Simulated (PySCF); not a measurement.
Mapped SMILES: `[CH:1]#[C:2][C:3](=[CH2:4])/[CH:5]=[CH:6]/[F:7]`. Each H is labelled by its parent atom. Ha(C4) is cis to C2; Hb(C4) is trans to C2.

Geometry: PBE0-D3(BJ)/def2-SVP; GIAO shifts from PySCF 2.14.0 with density-fitted response routines, gas phase, non-relativistic, averaged over equivalent atoms.

At PBE0/def2-SVP (123 basis functions, 19 s wall time on 1 thread of an Arm Neoverse N1, shared host):
```
 atoms  δ (ppm)
    C6    154.9
    C4    126.9
    C3    123.8
    C5    112.8
    C1     81.6
    C2     76.9
    F7    -93.4
 H(C6)     6.97
 H(C5)     5.75
Ha(C4)     5.52
Hb(C4)     5.42
 H(C1)     2.77
```

References, each an isolated molecule treated in the same way: 13C (σ = 193.72 ppm), 1H (σ = 31.34 ppm) against TMS; 19F (σ = 214.64 ppm) against CFCl3.

What do these become at BLYP/pcSseg-1?

Answers


```tsv
atoms	δ at BLYP/pcSseg-1	change
C6	165.1	+10.2
C4	129.4	+2.5
C3	130.1	+6.3
C5	119.2	+6.4
C1	82.7	+1.1
C2	82.5	+5.6
F7	-122.2	-28.8
H(C6)	7.37	+0.40
H(C5)	5.84	+0.09
Ha(C4)	5.56	+0.04
Hb(C4)	5.45	+0.03
H(C1)	2.85	+0.08
```

Scale: TMS for 13C (σ = 175.31 ppm), 1H (σ = 31.36 ppm); 19F (σ = 145.46 ppm) vs CFCl3 (reference shieldings calculated alike).

The largest change is at F7 (vinylic fluorine). Cost: 144 basis functions, 18 s wall time on 1 thread of an Arm Neoverse V1, shared host. The order of the carbon signals changes between the two levels.

Unscaled 19F shifts against computed CFCl3 carry errors that often reach 10 to 50 ppm.
